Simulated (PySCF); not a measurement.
## Levels of Cd¹⁹⁺ from EOM-EA-GCCSD

Reference: closed-shell Cd²⁰⁺, [Ar] 3d10; one electron is added. Calculated with PySCF 2.14, two-component X2C-1e with screened spin-orbit coupling, an even-tempered Gaussian basis (19 s from 0.74 bohr⁻², ratio 2.6; 15 p from 0.96 bohr⁻², ratio 2.6; 10 d from 0.96 bohr⁻², ratio 2.6; 6 f from 0.99 bohr⁻², ratio 2.8); frozen [Ar]; the 100 highest virtual spinors dropped; of the others 70 kept and the rest restored at second order. No Breit or QED terms. Binding energies in eV.

```tsv
level	Koopmans
4s1/2	544.74
4p1/2	503.96
4p3/2	494.63
```

Q: How does correlation move these levels?

A: 4s1/2: second order 545.96, EOM-CCSD 545.91; 4p1/2: second order 505.11, EOM-CCSD 505.07; 4p3/2: second order 495.72, EOM-CCSD 495.68.

For comparison, the ionisation energy of Cd¹⁹⁺ is 546.19 ± 0.17 eV (semi-empirical (NIST evaluation); NIST Atomic Spectra Database, ionization energies).
